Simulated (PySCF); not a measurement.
Si(Cl)(I)2(Me) (CH3ClI2Si), SMILES C[Si](Cl)(I)I.

Coordinates come from a PBE0-D3(BJ)/def2-SVP optimisation. The def2 effective core potentials stand for the cores of I; spin–orbit coupling is left out.

Two levels are set side by side: PBE/def2-TZVP (PySCF) and r2SCAN/def2-TZVP (PySCF). Same geometry, gas phase. Differences are taken from unrounded values.

| quantity | PBE |
|---|---|
| orbital gap (eV) | 4.23 |
| highest occupied level (eV) | -6.52 |
| lowest empty level (eV) | -2.29 |
| dipole moment (D) | 1.67 |
| mean polarisability (bohr³) | 116.2 |

### Question
These are the PBE values. What does r2SCAN give? (An estimate is asked for; the answer gives what the named calculation found.)

### Answer

```
quantity                     r2SCAN  PBE minus r2SCAN
---------------------------  ------  ----------------
orbital gap (eV)               4.77             -0.53
highest occupied level (eV)   -6.83              0.31
lowest empty level (eV)       -2.06             -0.23
dipole moment (D)              1.75             -0.08
mean polarisability (bohr³)   112.6               3.6
```

Rough cost on one machine, each run with all the roots and properties that it gave: r2SCAN against PBE about 2 times.
